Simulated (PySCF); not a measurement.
This PySCF input asks for the NMR shieldings of `FC1=C(OC=O)O[BH2-][O+]=C1`, C$_{4}$H$_{4}$BFO$_{4}$; the geometry comes from GFN2-xTB.

```python
import basis_set_exchange as bse
import numpy as np
from pyscf import gto, dft
from pyscf.prop import nmr

atoms = """
O     2.375243   -1.878823   -0.650657
C     2.673909   -0.751374   -0.462247
O     1.851397    0.290756   -0.162403
C     0.506977    0.176833   -0.027980
C    -0.179178    1.363653    0.289908
F     0.495911    2.526239    0.443480
C    -1.554580    1.322522    0.445818
O    -2.247624    0.278559    0.317972
B    -1.620291   -1.080912   -0.029865
O    -0.066707   -0.921908   -0.179766
H     3.692162   -0.332267   -0.496033
H    -2.084453    2.242558    0.695248
H    -2.036108   -1.420801   -1.083703
H    -1.807337   -1.815506    0.878061
"""
names = dict.fromkeys(["O", "C", "F", "B", "H"], "pcSseg-1")
basis = {el: gto.basis.parse(bse.get_basis(n, elements=[el], fmt="nwchem")) for el, n in names.items()}
mol = gto.M(atom=atoms, basis=basis, charge=0, verbose=0)
mf = dft.RKS(mol, xc="PBE0")
mf.grids.level = 2
mf.grids.alignment = dft.numint.BLKSIZE   # the property module wants whole blocks of grid points
mf.conv_tol = 1e-9
mf.kernel()

calc = nmr.RKS(mf)   # GIAO
C = mf.mo_coeff
Co = C[:, mf.mo_occ > 0]
resp = mf.gen_response(singlet=True, hermi=2)
def vind(x):   # induced exchange potential for any number of trial vectors
    d = np.einsum("pi,xij,qj->xpq", C, 2 * x.reshape(-1, C.shape[1], Co.shape[1]), Co, optimize=True)
    return np.einsum("xpq,pi,qj->xij", resp(d - d.transpose(0, 2, 1)), C, Co, optimize=True).ravel()
mo1, _ = nmr.rhf.solve_mo1(calc, with_cphf=vind)
sigma = calc.kernel(mo1)
for i, s in enumerate(sigma):   # ppm
    print("%2d %-2s %9.2f" % (i, mol.atom_pure_symbol(i), np.trace(s) / 3))
```

**Question.** Give the expected output.

**Answer.** 
```
 0 O    -169.54
 1 C      29.91
 2 O      63.84
 3 C      16.36
 4 C      48.82
 5 F     387.49
 6 C       8.25
 7 O      89.21
 8 B      94.34
 9 O     106.65
10 H      23.64
11 H      23.55
12 H      27.51
13 H      27.51
```

These numbers come from an equivalent density-fitted implementation of the same equations, which agrees with the script to about 0.01 ppm for H and up to a few tenths of a ppm for heavy atoms, so last digits may differ.

Size and cost of the density-fitted run: 190 basis functions, 29 s wall time on 1 thread of an Arm Neoverse V2, shared host; peak memory 0.89 GiB.
